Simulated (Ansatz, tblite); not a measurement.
Cost and result up the ladder for (HMg-mu-Cl)2 (Mg2H2Cl2) (6 atoms). The state is a singlet with charge 0. Geometry: PBE0-D4/def2-SVP.

```tsv
atom	x (Å)	y (Å)	z (Å)
Mg1	-1.659	0.099	0.298
H2	-3.316	0.192	0.596
Cl3	-0.315	-0.332	-1.647
Mg4	1.659	-0.098	-0.298
H5	3.316	-0.201	-0.594
Cl6	0.315	0.340	1.645
```

Ansatz on 2 threads of Intel Xeon 6975P-C on a shared host; xTB runs through tblite on one thread. Times are rough, summed over both states, and most runs start from the orbitals of an earlier one. PBE0-D4/def2-TZVP serves as the yardstick here, not as an exact answer. The other state is a triplet.

The xTB rows come from tblite.

xTB has no spin-polarisation term.

```json
{"level": "GFN1-xTB", "functions": "30", "wall time": "0.008 s"}
{"level": "GFN2-xTB", "functions": "38", "wall time": "0.013 s"}
{"level": "PBE-D4/def2-TZVP (with forces)", "functions": "150", "wall time": "4.2 s"}
{"level": "PBE0-D4/def2-TZVP (with forces)", "functions": "150", "wall time": "9.7 s"}
{"level": "r2SCAN-D4/def2-TZVP", "functions": "150", "wall time": "12 s"}
```

Q: Estimate what each level gives for the vertical triplet (eV).

A: 
```
                          level  vertical triplet (eV)  difference from PBE0-D4/def2-TZVP (eV)
                       GFN1-xTB                   5.24                                   -0.19
                       GFN2-xTB                   4.49                                   -0.94
 PBE-D4/def2-TZVP (with forces)                   4.98                                   -0.45
PBE0-D4/def2-TZVP (with forces)                   5.42                                    0.00
            r2SCAN-D4/def2-TZVP                   5.29                                   -0.13
```
